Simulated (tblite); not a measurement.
Compound: C6H11AlOS.
SMILES with atom numbers: `[CH3:1][O:2][Al:3]([S:4][CH3:5])[C@H:6]1[CH:7]=[CH:8][CH2:9]1` (hydrogens: H10, H11, H12 on C1; H13, H14, H15 on C5; H16 on C6; H17 on C7; H18 on C8; H19, H20 on C9)

Computed with GFN2-xTB (tblite), gas phase: L-BFGS steps from a force-field or distance-geometry start until the largest atomic force falls under 0.01 eV/Å.

Step 126: E = -730.4683 eV
```
atom  x, y, z in Å  |  force x, y, z in eV/Å
C1      1.4563    2.8262   -0.3055    0.017  -0.017   0.044
O2      0.9801    1.5476   -0.0003   -0.004  -0.033  -0.022
Al3     0.2793    0.0981    0.3667    0.046   0.104  -0.025
S4      1.4810   -1.7666    0.3228   -0.036   0.008  -0.049
C5      3.0064   -1.2440   -0.5572   -0.023  -0.009   0.049
C6     -1.7000    0.0340    0.6781   -0.036   0.010  -0.012
C7     -2.4181   -0.3367   -0.5968    0.006  -0.043  -0.051
C8     -2.8785   -1.4912   -0.1199   -0.027   0.016  -0.004
C9     -2.2865   -1.2916    1.2407   -0.020  -0.014   0.000
H10     2.4632    2.7643   -0.7238    0.040  -0.007  -0.009
H11     1.4840    3.4364    0.5994    0.010  -0.003   0.010
H12     0.8004    3.3060   -1.0327   -0.035  -0.005  -0.029
H13     3.0077   -0.1692   -0.7113    0.001   0.028   0.015
H14     3.8487   -1.5382    0.0587    0.050   0.008   0.021
H15     3.0512   -1.7607   -1.5102   -0.042  -0.015  -0.009
H16    -2.0774    0.9433    1.1638   -0.007  -0.028  -0.042
H17    -2.4931    0.1601   -1.5513   -0.007   0.013   0.051
H18    -3.4434   -2.3117   -0.5258   -0.006   0.024  -0.033
H19    -3.0130   -1.1518    2.0387    0.024  -0.018   0.060
H20    -1.5532   -2.0436    1.5357    0.050  -0.021   0.035
```

Step 127: E = -730.4699 eV
```
atom  x, y, z in Å  |  force x, y, z in eV/Å
C1      1.4611    2.8257   -0.3138    0.021  -0.040   0.048
O2      0.9800    1.5502    0.0000    0.000  -0.002  -0.048
Al3     0.2691    0.1076    0.3715    0.063   0.072  -0.027
S4      1.4608   -1.7649    0.3136   -0.006   0.037  -0.049
C5      2.9969   -1.2443   -0.5516   -0.020   0.010   0.020
C6     -1.7085    0.0420    0.6892   -0.061  -0.033  -0.009
C7     -2.4178   -0.3285   -0.5915    0.005  -0.103  -0.009
C8     -2.8647   -1.4939   -0.1249   -0.039   0.039  -0.028
C9     -2.2819   -1.2958    1.2408   -0.021  -0.003  -0.003
H10     2.4683    2.7574   -0.7323    0.012  -0.005  -0.001
H11     1.4912    3.4373    0.5895    0.017   0.021   0.011
H12     0.8059    3.3053   -1.0426   -0.023  -0.016  -0.018
H13     3.0066   -0.1679   -0.7043   -0.011  -0.017   0.037
H14     3.8370   -1.5458    0.0652    0.012   0.013   0.020
H15     3.0426   -1.7572   -1.5072   -0.036  -0.010   0.002
H16    -2.0945    0.9443    1.1808   -0.009  -0.032  -0.043
H17    -2.4912    0.1742   -1.5430   -0.018   0.008   0.051
H18    -3.4149   -2.3218   -0.5419    0.031   0.088   0.002
H19    -3.0110   -1.1713    2.0409    0.044  -0.021   0.010
H20    -1.5399   -2.0420    1.5313    0.041  -0.004   0.032
```

Step 128: E = -730.4713 eV
```
atom  x, y, z in Å  |  force x, y, z in eV/Å
C1      1.4621    2.8297   -0.3180    0.018  -0.018   0.025
O2      0.9841    1.5542   -0.0028    0.001   0.014  -0.050
Al3     0.2640    0.1194    0.3732    0.033   0.027  -0.010
S4      1.4484   -1.7561    0.3150    0.002   0.015  -0.027
C5      2.9900   -1.2499   -0.5466   -0.003   0.023  -0.012
C6     -1.7135    0.0459    0.6955   -0.043  -0.042  -0.010
C7     -2.4163   -0.3237   -0.5891    0.007  -0.113   0.014
C8     -2.8555   -1.4951   -0.1291   -0.019   0.080  -0.011
C9     -2.2764   -1.3005    1.2390   -0.004   0.012   0.006
H10     2.4691    2.7628   -0.7378    0.005  -0.003   0.003
H11     1.4916    3.4411    0.5853    0.019   0.032   0.005
H12     0.8041    3.3062   -1.0473   -0.004  -0.014  -0.001
H13     3.0098   -0.1731   -0.7023   -0.013  -0.047   0.043
H14     3.8301   -1.5588    0.0674   -0.015   0.020   0.027
H15     3.0287   -1.7660   -1.5011   -0.027   0.004   0.000
H16    -2.1073    0.9427    1.1902   -0.012  -0.032  -0.038
H17    -2.4883    0.1850   -1.5377   -0.029  -0.003   0.050
H18    -3.3982   -2.3239   -0.5508    0.011   0.056  -0.015
H19    -3.0056   -1.1874    2.0420    0.060  -0.027  -0.022
H20    -1.5259   -2.0419    1.5246    0.013   0.017   0.022
```

Q: Estimate the geometry and energy of step 129. (The exact step hangs on the optimiser's Hessian estimate; all steps are aligned on step 128, rigid shifts and turns removed.)

A: E = -730.4724 eV, largest force 0.077 eV/Å
```
atom  x, y, z in Å  |  force x, y, z in eV/Å
C1      1.4656    2.8291   -0.3226    0.010   0.002  -0.006
O2      0.9877    1.5545   -0.0044    0.013   0.059  -0.048
Al3     0.2591    0.1276    0.3767   -0.003  -0.022   0.006
S4      1.4366   -1.7507    0.3132    0.003  -0.009  -0.008
C5      2.9819   -1.2496   -0.5422    0.009   0.006  -0.046
C6     -1.7187    0.0475    0.7031    0.009  -0.024  -0.020
C7     -2.4132   -0.3205   -0.5857    0.014  -0.062   0.008
C8     -2.8471   -1.4955   -0.1327   -0.027   0.020   0.010
C9     -2.2733   -1.3049    1.2386    0.018   0.007   0.007
H10     2.4722    2.7605   -0.7446   -0.010   0.002   0.012
H11     1.4961    3.4438    0.5789    0.020   0.020  -0.007
H12     0.8055    3.3028   -1.0533    0.020  -0.017   0.021
H13     3.0054   -0.1727   -0.6958   -0.004  -0.048   0.044
H14     3.8217   -1.5649    0.0697   -0.034   0.029   0.029
H15     3.0179   -1.7644   -1.4983   -0.021   0.019   0.012
H16    -2.1178    0.9409    1.1976   -0.026  -0.017  -0.015
H17    -2.4855    0.1950   -1.5302   -0.032  -0.006   0.033
H18    -3.3810   -2.3255   -0.5628    0.001   0.044  -0.010
H19    -3.0029   -1.2020    2.0422    0.050  -0.025  -0.028
H20    -1.5152   -2.0406    1.5223   -0.011   0.024   0.007
```

The energy changes by -0.0012 eV. The first-order estimate −F·Δx gives -0.0017 eV and the mean of the old and new forces, exact on a quadratic surface, -0.0012 eV. The step makes an angle of 81° with the force vector and moves no atom by more than 0.021 Å.

What follows is the cost of the whole relaxation. Time: 3.1 s. Hardware: one thread of an Arm Neoverse N1, no GPU, shared host with 64 logical CPUs at a one-minute load of 59.
